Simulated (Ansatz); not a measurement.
**Ligand exchange: CH3Br + GaH2(SH) → CH4S + GaH2Br**

Gas-phase species: CH3Br (bromomethane) `CBr`, singlet; GaH2(SH), singlet; CH4S (methanethiol) `CS`, singlet; GaH2Br `[GaH2][Br]`, singlet. The partners trade Br for SH: C–Br and Ga–SH bonds give way to C–SH and Ga–Br.

Shapes, held fixed at every level: PBE0-D4/def2-TZVP. Programs: Ansatz 0.2.0. The zero-point and thermal change to 298 K, harmonic and unscaled (PBE0-D4/def2-TZVP), is +0.7 kJ/mol.

| level | kind | ΔH(298 K) (kJ/mol) | less CCSD(T)/def2-TZVPP |
| --- | --- | --- | --- |
| HF/def2-TZVPP | Hartree–Fock | -50.8 | -14.9 |
| r2SCAN-D4/def2-TZVPP | meta-GGA | -37.1 | -1.2 |
| B3LYP-D4/def2-TZVPP | global hybrid | -37.4 | -1.5 |
| PBE0-D4/def2-TZVPP | global hybrid | -38.6 | -2.7 |
| B2PLYP/def2-TZVPP | double hybrid | -37.9 | -2.0 |
| CCSD(T)/def2-SVP | coupled cluster or CI | -41.0 | -5.1 |
| CCSD/def2-TZVPP | coupled cluster or CI | -38.3 | -2.4 |
| CCSD(T)/def2-TZVPP | coupled cluster or CI | -35.9 | 0.0 |

The highest level, CCSD(T)/def2-TZVPP, gives ΔH(298 K) = -35.9 kJ/mol; the levels span -50.8 to -35.9. The column of differences is taken from that level and isn't an error. No measured value is set beside it here. Relativity is left out for Br, Ga. Outer-core shells of Br, Ga are correlated, in sets that cover them unevenly.
